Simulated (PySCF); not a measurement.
# Dipole response of Hf (hafnium, neutral)

[Xe] 4f14 5d2 6s2, high-spin 3F determinant. Computed with PySCF 2.14 in aug-cc-pwCVDZ-PP with ECP60MDF (6s6p5d3f, 70 functions), with a scalar-relativistic core potential. Coupled (time-dependent) response in atomic units; α is the mean over directions. A double-zeta set is small for polarisabilities.

```json
{"method": "UHF", "mean α (bohr³)": "121.8", "C₆ (like pair)": "1736", "S(−4)": "7098"}
{"method": "PBE", "mean α (bohr³)": "100.4", "C₆ (like pair)": "1329", "S(−4)": "4869"}
{"method": "PBE0", "mean α (bohr³)": "102.8", "C₆ (like pair)": "1384", "S(−4)": "4671"}
```

S(−4) is the Cauchy moment in α(ω) = α(0) + S(−4) ω² + …

Reference α: 103 ± 6 bohr³ (recommended; Schwerdtfeger and Nagle, table of static dipole polarizabilities (2023 update)). Published C₆: 1040 (Gould and Bucko (2016)).

Spin-orbit coupling is absent.

Hartree-Fock lies above the reference because it lacks correlation, which contracts the outer shell.

α(iu) at PBE:

```
u (hartree)  α(iu) (bohr³)
          0          100.4
     0.0500          90.32
      0.100          71.89
      0.200          43.15
      0.300          27.90
      0.500          14.71
      0.750          8.602
       1.00          5.856
       1.50          3.346
       2.00          2.190
       3.00          1.143
       5.00         0.4637
```

Energies and moments cover only the electrons outside the core potential. Spin-orbit coupling, absent here, splits the open shell strongly.
